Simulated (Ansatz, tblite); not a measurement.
Cost and result up the ladder for (ZnTe)6 ring (Zn6Te6) (12 atoms). Charge 0, multiplicity 1. Geometry: PBE-D4/def2-SVP.

```xyz
12

Zn    2.166    1.129   -1.729
Te    2.980    2.310    0.301
Zn    2.798   -0.061    1.023
Te    2.520   -2.424    1.748
Zn    0.644   -1.161    2.781
Te   -1.268    0.145    3.691
Zn   -2.150   -1.103    1.728
Te   -2.943   -2.344   -0.274
Zn   -2.800    0.022   -1.023
Te   -2.566    2.389   -1.749
Zn   -0.657    1.182   -2.790
Te    1.276   -0.085   -3.709
```

Ansatz on 2 threads of AMD EPYC 7R13 on a shared host and a share (18 GiB) of an NVIDIA H100 80GB HBM3; xTB runs through tblite on one thread. Times are rough, summed over both states, and most runs start from the orbitals of an earlier one. PBE-QIDH/def2-TZVP serves as the yardstick here, not as an exact answer. The other state is a doublet.

In the def2 sets Te takes a core potential; there is no spin–orbit coupling. The xTB rows come from tblite. Correlated methods freeze 78 core orbitals; core or outer-core shells of Te are correlated, in sets that lack core-valence functions. Single mean-field runs in def2-TZVP are fitted with def2-universal-jkfit.

Run but left out: PBE-D4/def2-TZVP (charge +1 doublet: an occupied level 0.04 eV above an empty one).

Correlated methods converge slowly with the basis.

Raw xTB energies of ions are shifted by several eV.

| level | functions | wall time | vertical IE (eV) | difference from PBE-QIDH/def2-TZVP (eV) |
| --- | --- | --- | --- | --- |
| GFN1-xTB | 78 | 0.048 s | 11.22 | 2.93 |
| GFN2-xTB | 78 | 0.12 s | 11.62 | 3.33 |
| PBE0-D4/def2-TZVP | 588 | 23 s | 7.74 | -0.55 |
| PBE-QIDH/def2-TZVP | 588 | 26 s | 8.29 | 0.00 |
